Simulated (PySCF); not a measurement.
A GIAO shielding run with PySCF 2.14 (density fitting, non-relativistic, gas phase) on SMILES C[SiH2]CCC(=O)C(F)F, C5H10F2OSi:

```
$ OMP_NUM_THREADS=1 python probes_run.py task.json out

{"job": {"kind": "nmr", "xc": "PBE0", "basis": "pcSseg-1"}, "charge": 0, "multiplicity": 1}
C     -3.191525     0.143258    -0.823943
Si    -1.654716     0.314819     0.272617
C     -0.343998    -0.919125    -0.368563
C      0.994393    -0.788348     0.343611
C      1.709660     0.475627     0.002277
O      1.373510     1.289927    -0.812106
C      3.012172     0.690012     0.818165
F      3.812883    -0.399714     0.733027
F      2.705949     0.837262     2.130316
H     -3.994637     0.778046    -0.464360
H     -2.980327     0.431234    -1.849630
H     -3.561529    -0.877801    -0.837723
H     -1.969907    -0.073385     1.657855
H     -1.157082     1.690580     0.262753
H     -0.184048    -0.776174    -1.437649
H     -0.705392    -1.939881    -0.237644
H      1.670591    -1.609137     0.073347
H      0.875600    -0.830536     1.430122
H      3.578599     1.572587     0.488335
```

Hardware: 1 thread of an Arm Neoverse V1, shared host. The job also computes population analyses, field gradients.

Q: How large is the calculation?

A: 80 electrons, 210 basis functions and 1111 auxiliary functions.

Q: How long does it take, and how much memory does it need?

A: 41 s of wall time, with 14 SCF cycles and 5 response iterations; peak memory 0.87 GiB. Times on a shared host scatter by some tens of per cent.
